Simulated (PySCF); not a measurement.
Excitation energy of Nb⁺ by level of theory

Nb⁺ [Kr] 4d4 (5D) → Nb⁺ [Kr] 4d3 5s1 (5F), as a difference of total energies. Calculation: PySCF 2.14, in ANO-RCC-VTZP; the spin-free X2C one-electron Hamiltonian (Gaussian nucleus). Correlated levels: valence and next inner shell: [Ar] 3d10 frozen. The calculations carry no spin-orbit coupling.

| method | excitation energy (eV) | error (eV) |
| --- | --- | --- |
| UHF | 0.080 | -0.246 |
| MP2 (valence and next inner shell) | 0.366 | +0.040 |
| SCS-MP2 (valence and next inner shell) | 0.258 | -0.068 |
| CCSD (valence and next inner shell) | 0.299 | -0.027 |
| CCSD(T) (valence and next inner shell) | 0.303 | -0.023 |

Reference: 0.326 eV (measured; NIST levels, between the centres of gravity of the two terms).

Errors of the correlated levels include the incompleteness of this basis and the frozen core.

The basis was made for the ground configuration and has no added diffuse functions, so the excitation energy can come out too high.
